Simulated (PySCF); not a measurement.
## Correlation energy of Zr²⁺ (zirconium, charge +2)

[Kr] 4d1 5p1, one real determinant (an excited configuration). All numbers are calculated (PySCF 2.14, scalar relativity through the core potential, in aug-cc-pVDZ-PP with ECP28MDF). Frozen: 4s2 4p6; 2 electrons correlated.

With two correlated electrons CCSD is exact within the correlated space (frozen core and kept virtual orbitals).

```
level  correlation energy (mhartree)
 CCSD                          -3.78
```

Diagnostics: T1 = 0.0042, D1 = 0.0063, largest double amplitude 0.072.

The real determinant used has ⟨L²⟩ near 8 against 12 for a pure F term, so it mixes terms.

Cost of the coupled-cluster step: about 1.2 core-seconds, for 2 correlated electrons.

Iterations:

```
CC2 = 0
CCSD nocc = (np.int64(2), np.int64(0)), nmo = (50, 50)
frozen orbitals [[0, 1, 2, 3], [0, 1, 2, 3]]
max_cycle = 100
direct = 0
conv_tol = 1e-08
conv_tol_normt = 1e-06
diis_space = 8
diis_start_cycle = 0
Init t2, MP2 energy = -0.00230715452562746
Init E_corr(UCCSD) = -0.00230715452569107
cycle = 1  E_corr(UCCSD) = -0.00312138098850303  dE = -0.000814226463  norm(t1,t2) = 0.0161572
cycle = 2  E_corr(UCCSD) = -0.00343985486853202  dE = -0.00031847388  norm(t1,t2) = 0.00799342
cycle = 3  E_corr(UCCSD) = -0.00372995355614502  dE = -0.000290098688  norm(t1,t2) = 0.00456175
cycle = 4  E_corr(UCCSD) = -0.00373301768019306  dE = -3.06412405e-06  norm(t1,t2) = 0.00137603
cycle = 5  E_corr(UCCSD) = -0.00373712661221333  dE = -4.10893202e-06  norm(t1,t2) = 0.000774343
cycle = 6  E_corr(UCCSD) = -0.00373763854199415  dE = -5.11929781e-07  norm(t1,t2) = 0.000724158
cycle = 7  E_corr(UCCSD) = -0.00376080385593376  dE = -2.31653139e-05  norm(t1,t2) = 0.000705958
cycle = 8  E_corr(UCCSD) = -0.00377302146506473  dE = -1.22176091e-05  norm(t1,t2) = 0.00048451
cycle = 9  E_corr(UCCSD) = -0.00378670797451102  dE = -1.36865094e-05  norm(t1,t2) = 0.00015293
cycle = 10  E_corr(UCCSD) = -0.00378458098956484  dE = 2.12698495e-06  norm(t1,t2) = 5.29337e-05
cycle = 11  E_corr(UCCSD) = -0.00378472005910341  dE = -1.39069539e-07  norm(t1,t2) = 1.66583e-05
cycle = 12  E_corr(UCCSD) = -0.00378474841817443  dE = -2.8359071e-08  norm(t1,t2) = 5.11882e-06
cycle = 13  E_corr(UCCSD) = -0.00378475041194462  dE = -1.99377019e-09  norm(t1,t2) = 1.21122e-06
cycle = 14  E_corr(UCCSD) = -0.00378474817435889  dE = 2.23758573e-09  norm(t1,t2) = 2.77562e-07
UCCSD converged
E(UCCSD) = -45.41788923941578  E_corr = -0.003784748174358888
```

The reference is one real determinant that mixes LS terms of this configuration.
